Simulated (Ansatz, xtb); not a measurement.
# Relaxing a trial structure of C3H7AlCl2

The starting geometry of this gas-phase singlet was built from a drawn formula by distance geometry and a force field; its bonds are those of `ClC[CH2][AlH][CH2]Cl`.

```yaml
atoms:
  - { symbol: C, position_ang: [1.4066, 1.2245, -0.9419] }
  - { symbol: C, position_ang: [0.0313, 0.6255, -1.2317] }
  - { symbol: C, position_ang: [-1.4892, 3.7298, -1.2041] }
  - { symbol: Al, position_ang: [-1.4237, 1.8522, -0.5385] }
  - { symbol: Cl, position_ang: [2.6545, 0.1550, -1.6036] }
  - { symbol: Cl, position_ang: [-1.7006, 3.7873, -2.8973] }
  - { symbol: H, position_ang: [1.5007, 1.3197, 0.1710] }
  - { symbol: H, position_ang: [1.5203, 2.2034, -1.3959] }
  - { symbol: H, position_ang: [-0.0855, -0.3478, -0.8144] }
  - { symbol: H, position_ang: [-0.0850, 0.5853, -2.3579] }
  - { symbol: H, position_ang: [-2.4731, 1.3079, 0.4721] }
  - { symbol: H, position_ang: [-2.3696, 4.2674, -0.7178] }
  - { symbol: H, position_ang: [-0.5552, 4.2781, -0.8967] }
```

Q: Where would you expect an optimisation with r2SCAN-D4/def2-SVP to take it?

A: A new bond forms, giving a structure with Cl6 bridging C3 and Al4, given below by its coordinates. Distances that change by over a tenth: C3–Cl6 (1.71 → 1.90 Å). Contacts that close: Al4–Cl6 (3.06 → 2.47 Å).

The energy falls by 0.64 eV over 20 steps:

```tsv
step	E − E(last) (eV)
1	0.640
3	0.254
5	0.182
7	0.078
9	0.017
12	0.006
14	0.002
16	0.000
18	0.000
20	0.000
```

Final geometry (Å):

```xyz
13

C     1.3013    1.3645   -1.2746
C     0.0070    0.6261   -1.0448
C    -1.3180    3.7151   -0.6280
Al   -1.5821    1.7718   -0.8398
Cl    2.7318    0.2461   -1.4750
Cl   -1.4415    3.5855   -2.5166
H     1.5676    2.0189   -0.4309
H     1.2791    1.9738   -2.1901
H     0.0935   -0.0134   -0.1453
H    -0.1817   -0.0747   -1.8794
H    -3.0560    1.1996   -0.7533
H    -2.1293    4.3962   -0.3383
H    -0.3400    4.1788   -0.4404
```

From the same start GFN2-xTB reaches the same bonding as this run.

No frequencies were run, so the end isn't proven a minimum. Run with Ansatz 0.2.0, 78 s on 2 threads of Arm Neoverse V1 (shared host).
